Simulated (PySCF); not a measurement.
**Diatomics of N with group 15**

PBE0 with triple-zeta basis sets in PySCF, for the lowest determinant that a PBE0 search found; no spin–orbit coupling. De refers to high-spin ground-configuration atoms. A positive dipole means M(−)N(+).

| M | basis | state (unpaired electrons) | Re (Å) | ωe (cm⁻¹) | De (eV) | μ (D) |
| --- | --- | --- | --- | --- | --- | --- |
| N | x2c-TZVPPall | singlet (closed shell) | 1.089 | 2483 | 9.75 | n/a |
| P | def2-TZVPP | singlet (closed shell) | 1.479 | 1428 | 5.98 | -2.84 |
| As | cc-pVTZ-PP/cc-pVTZ | singlet (closed shell) | 1.601 | 1167 | 4.57 | -3.03 |
| Sb | cc-pVTZ-PP/cc-pVTZ | singlet (closed shell) | 1.810 | 976 | 3.09 | -3.61 |
| Bi | cc-pVTZ-PP/cc-pVTZ | singlet (closed shell) | 1.895 | 886 | 2.40 | -3.88 |

Q: By what factor does the well depth vary along the series?

A: At PBE0 it runs from 2.40 eV (BiN) to 9.75 eV (N2), a factor of 4.06.

The rows differ in basis set, which adds steps of its own.

Down a group the atoms grow and get heavier, so bonds lengthen and wavenumbers fall; this series shows no clear exception.

These are scalar-relativistic numbers at best; spin–orbit coupling would shift them, the dissociation energy most.
